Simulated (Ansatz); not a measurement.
`CCC[SiH2]Cl` and `OC[SiH2]Cl` differ in one atom or group.

Ansatz, PBE0-D4/def2-TZVP geometries, multiplicity 1. Each molecule was computed in one conformer, which needn't be the lowest.

| property | `CCC[SiH2]Cl` |
| --- | --- |
| HOMO energy (B3LYP/def2-TZVPP) / eV | -8.21 |
| HOMO–LUMO gap (PBE0/def2-TZVPP) / eV | 8.88 |
| LUMO energy (B3LYP/def2-TZVPP) / eV | 0.24 |
| HOMO energy (ωB97M-V/def2-TZVPP) / eV | -10.64 |
| HOMO–LUMO gap (ωB97M-V/def2-TZVPP) / eV | 12.83 |
| size of the dipole moment (ωB97M-V/def2-TZVPP) / D | 1.86 |

Question: What does the change do to each property? (An estimate is asked.)

Answer: The calculation gave: 
| property | `OC[SiH2]Cl` | shift |
| --- | --- | --- |
| HOMO energy (B3LYP/def2-TZVPP) / eV | -7.55 | 0.66 |
| HOMO–LUMO gap (PBE0/def2-TZVPP) / eV | 7.76 | -1.12 |
| LUMO energy (B3LYP/def2-TZVPP) / eV | -0.26 | -0.50 |
| HOMO energy (ωB97M-V/def2-TZVPP) / eV | -10.12 | 0.52 |
| HOMO–LUMO gap (ωB97M-V/def2-TZVPP) / eV | 11.86 | -0.97 |
| size of the dipole moment (ωB97M-V/def2-TZVPP) / D | 1.33 | -0.53 |

With PBE0 the HOMO rises by 0.65 eV and the LUMO falls by 0.48 eV, so the gap narrows by about 1.13 eV. PBE moves the HOMO by 0.87 eV and ωB97M-V by 0.52 eV. Dipoles are sizes alone; their direction can turn.

B3LYP here is the variant with VWN-RPA as its local correlation; programs differ in this.
